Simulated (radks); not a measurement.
Results of a calculation; reference values are marked as such.
Valence configurations of Ga+ (all share [Ar]). Level of theory: Dirac Kohn-Sham, BLYP, spin-unpolarised, spherical densities, point nucleus; open shells fill j = l - 1/2 first (a radial shooting solver on a logarithmic mesh with Libxc functionals). Energies are relative to 3d10 4s2; eigenvalues in eV.

| valence | E (eV) | e(3d3/2) | e(3d5/2) | e(4p1/2) | e(4p3/2) | e(4s1/2) |
|---|---|---|---|---|---|---|
| 3d10 4s2 | 0.000 | -27.606 | -27.143 | - | - | -16.367 |
| 3d9.5 4s2 4p0.5 | 9.851 | -32.221 | -31.741 | -10.218 | - | -17.827 |
| 3d9 4s2 4p1 | 21.556 | -36.996 | -36.499 | -11.171 | - | -19.235 |
| 3d10 4p2 | 14.747 | -30.984 | -30.518 | -10.779 | - | - |
| 3d10 4s1 4p1 | 7.260 | -29.355 | -28.891 | -10.042 | - | -17.419 |
| 3d8 4s2 4p2 | 50.893 | -46.991 | -46.458 | -13.004 | - | -21.925 |
| 3d9 4p3 | 38.320 | -40.158 | -39.658 | -12.570 | -12.319 | - |
| 3d9 4s1 4p2 | 29.719 | -38.569 | -38.070 | -11.871 | - | -20.130 |
| 3d9.5 4s1.5 4p1 | 13.684 | -33.063 | -32.582 | -10.601 | - | -18.321 |
| 3d8.5 4s1.5 4p2 | 39.482 | -42.681 | -42.166 | -12.433 | - | -21.024 |

NIST lists [Ar] 3d10 4s2 as the ground configuration; this level of theory agrees among the configurations tried. The energies are those of spherical spin-averaged densities, not of single terms.
